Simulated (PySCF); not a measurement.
Delta-SCF ions had no search for a lower state. Excitations are Tamm–Dancoff values on a coarser integration grid. The basis has no diffuse functions, so Rydberg states are missing or too high.

Cartesian coordinates (Å):
```xyz
13

C      2.9109     0.2810     0.7000
C      2.1225    -0.1286    -0.1332
Si     0.8654    -0.7361    -1.3128
Si    -1.1791    -0.9073    -0.1698
Si    -1.6821     1.1409     0.8543
H      3.6126     0.6426     1.4256
H      0.7429     0.2436    -2.4364
H      1.3104    -2.0508    -1.8696
H     -2.2585    -1.2800    -1.1422
H     -1.0806    -1.9903     0.8609
H     -1.7400     2.2185    -0.1825
H     -3.0035     1.0808     1.5560
H     -0.6208     1.4856     1.8496
```
Charge 0, spin multiplicity 1.

### Question
What S1 excitation (TDA), dipole moment, vertical ionisation energy (Delta-SCF), S1 oscillator strength, HOMO, S1–T1 gap (TDA), LUMO and HOMO–LUMO gap does PBE-D3(BJ)/def2-TZVP (PySCF) give?

### Answer

* **S1 excitation (TDA)**: 5.47 eV
* **dipole moment**: 0.42 D
* **vertical ionisation energy (Delta-SCF)**: 9.14 eV
* **S1 oscillator strength**: 0.018
* **HOMO**: -6.67 eV
* **S1–T1 gap (TDA)**: 0.76 eV
* **LUMO**: -1.36 eV
* **HOMO–LUMO gap**: 5.31 eV
